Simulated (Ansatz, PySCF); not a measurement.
Reaction (SMILES): C[SiH3] [methylsilane] + [H][H] (H2) -> C (CH4) + [SiH4] (SiH4)
Structures are relaxed separately at B3LYP-D3(BJ)/def2-TZVP in Ansatz (a quantum-chemistry and plane-wave program).

Property: energy of full hydrogenation (0 K, with B3LYP-D3(BJ) harmonic zero-point energies from PySCF), in kJ/mol. Valence correlation only, unless marked. No spin-orbit coupling. No relativistic terms. FCI takes restricted orbitals. Basis-set limits of correlation are two-point, X^-3; Hartree-Fock from the larger set. [CCSD(T)-MP2]/basis is that difference in the basis named.

```csv
level,program,energy of full hydrogenation (kJ/mol),minus last row
HF/6-31G*,Ansatz,-43.0,-28.0
HF/def2-TZVPD,PySCF,-35.3,-20.3
HF-D4/def2-TZVPD,PySCF + dftd4,-24.3,-9.3
SVWN5/def2-TZVPD,Ansatz,-12.4,2.6
BP86-D3(BJ)/def2-TZVPD,PySCF + dftd3,-11.9,3.1
M06-L-D4/def2-TZVPD,PySCF + dftd4,-37.0,-22.0
TPSSh-D3(BJ)/def2-TZVPD,PySCF + dftd3,-17.6,-2.6
TPSSh-D4/def2-TZVPD,PySCF + dftd4,-17.4,-2.4
TPSSh/def2-TZVPD,PySCF,-21.8,-6.8
B2PLYP-D4/def2-TZVPD,Ansatz + dftd4,-16.9,-1.9
PBE-QIDH/def2-TZVPD,Ansatz,-15.1,-0.1
MP2/STO-3G,Ansatz,-6.4,8.6
MP2/cc-pV(T+d)Z,Ansatz,-12.9,2.1
RI-MP2/def2-TZVPPD,Ansatz,-12.7,2.3
RI-MP2/def2-QZVPP,Ansatz,-11.1,3.9
RI-MP2/def2-QZVPPD,Ansatz,-11.0,4.0
CCSD/def2-SVPD,Ansatz,-31.3,-16.3
CCSD(T)/def2-TZVPP,Ansatz,-17.9,-2.9
FCI/STO-3G,Ansatz,-7.3,7.7
"RI-MP2/CBS(cc-pV(T+d)Z,cc-pV(Q+d)Z)+[CCSD(T)-MP2]/cc-pV(D+d)Z",Ansatz,-16.1,-1.1
"RI-MP2/CBS(def2-TZVPPD,def2-QZVPPD)+[CCSD(T)-MP2]/def2-TZVPPD",Ansatz,-15.0,0.0
```
